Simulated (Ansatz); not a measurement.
Total energies of the cluster Zn3Se3 from Ansatz at PBE0-D4/def2-SVP, gas phase (1 Eh = 27.2114 eV = 2625.5 kJ/mol). The reference geometry is relaxed at PBE-D4/def2-SVP.

Cartesian coordinates in Å:
```
Zn -1.148 -0.490 -1.072
Zn 0.878 1.357 -0.300
Zn 0.269 -0.867 1.373
Se -0.429 1.390 -2.206
Se 1.847 0.785 1.718
Se -1.417 -2.176 0.487
```

| state | geometry | energy (Eh) |
| --- | --- | --- |
| charge 0 singlet | reference | -12539.87367 |
| charge 1 doublet | reference | -12539.56134 |
| charge -1 doublet | reference | -12539.89324 |
| charge -1 doublet | relaxed at PBE-D4/def2-SVPD | -12539.90394 |
| free Zn atom (singlet) | – | -1778.88088 |
| free Se atom (triplet) | – | -2400.91098 |

Task: Work out the vertical ionisation energy to the doublet.

Result: E(charge 1 doublet) − E(charge 0 singlet) = -12539.56134 − (-12539.87367) = 0.31233 Eh = 8.50 eV. For comparison, −ε of the highest occupied level is 6.79 eV at this level, 1.71 eV less.

Task: Work out the vertical electron affinity, to the doublet.

Result: E(charge 0 singlet) − E(charge -1 doublet) = -12539.87367 − (-12539.89324) = 0.01957 Eh = 0.53 eV. The basis lacks diffuse functions, which makes affinities too small.

Task: Give the fundamental gap IE − EA, the Mulliken electronegativity (IE + EA)/2 and the hardness (IE − EA)/2.

Result: From the values in Eh: IE − EA = 0.31233 − 0.01957 = 0.29276 Eh = 7.97 eV; (IE + EA)/2 = 4.52 eV; (IE − EA)/2 = 3.98 eV. The HOMO–LUMO gap of the same run is 4.86 eV, 3.11 eV smaller than the fundamental gap.

Task: How much does the charge -1 doublet relax, and what is the adiabatic electron affinity?

Result: Relaxation: -12539.89324 − (-12539.90394) = 0.01070 Eh = 0.29 eV. Adiabatic electron affinity: 0.03027 Eh = 0.82 eV, without zero-point energy. 

Task: What is the binding energy per atom against free atoms?

Result: Atoms: 3 × (-1778.88088) + 3 × (-2400.91098) = -12539.37558 Eh. Binding: -12539.37558 − (-12539.87367) = 0.49809 Eh = 13.55 eV, or 2.26 eV for each of 6 atoms (no zero-point energy, no counterpoise term).

At PBE0-D4/def2-SVP the highest occupied level of the charge -1 doublet lies above zero (up to 0.90 eV). By energy differences its removal costs 0.53 eV (vertical, to the charge 0 singlet, at PBE0-D4/def2-SVP); self-interaction error and the lack of diffuse functions both raise the level. At PBE0-D4/def2-SVP the highest occupied level of the relaxed charge -1 doublet lies above zero (up to 0.29 eV). By energy differences its removal costs 0.82 eV (each at its own geometry, to the charge 0 singlet, at PBE0-D4/def2-SVP); self-interaction error and the lack of diffuse functions both raise the level.  

The structure comes from a short search, and lower isomers may exist.
